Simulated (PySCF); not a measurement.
CaCl, SMILES [Ca+][Cl], charge +1. Coordinates come from a PBE0-D3(BJ)/def2-TZVPD optimisation. The spin state was assumed, not searched.

All values below come from PySCF with PBE0-D3(BJ)/def2-TZVPD.

Harmonic wavenumbers (cm⁻¹): 454. Rotational constants (GHz): 5.002 (linear); symmetry number 1.

Problem. Work out the zero-point energy and the ideal-gas rigid-rotor harmonic-oscillator thermochemistry at 298.15 K and 1 atm.

Solution. ZPE = ½ Σ hcν = ½ × 454 cm⁻¹ = 2.72 kJ/mol. H − E(el) = 12.08 kJ/mol. Entropy in J/(mol K): translation 162.68, rotation 67.55, vibration 3.28, total 233.51. G − E(el) = -57.54 kJ/mol. Cp = 34.75 J/(mol K).
